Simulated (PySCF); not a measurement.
**Correlation energy of Sn (tin, neutral)**

[Kr] 4d10 5s2 5p2, high-spin 3P determinant. Computed with PySCF 2.14 in aug-cc-pVDZ-PP with ECP28MDF (5s4p3d, 32 functions), with scalar relativity through the core potential. Frozen: 4s2 4p6 4d10; 4 electrons correlated.

MP2 pair energies summed by pair of shells (mhartree):

```
 pair  energy  share (%)
5s-5p  -20.62       58.4
5s-5s  -11.13       31.5
5p-5p   -3.55       10.1
```

Total MP2 correlation energy: -35.30 mhartree.

Same-spin part -6.35 and opposite-spin part -28.96 mhartree; SCS-MP2 scales them by 1/3 and 6/5 to -36.87 mhartree.

| level | correlation energy (mhartree) |
| --- | --- |
| CCSD | -49.61 |
| (T) | -0.77 |
| CCSD(T) | -50.38 |

Diagnostics: T1 = 0.0091, D1 = 0.0247, largest double amplitude 0.074.

Q: Is a single reference adequate?

A: Mostly. T1 lies below 0.03, but a double amplitude of this size points to a near-degeneracy that CCSD handles and MP2 describes poorly.
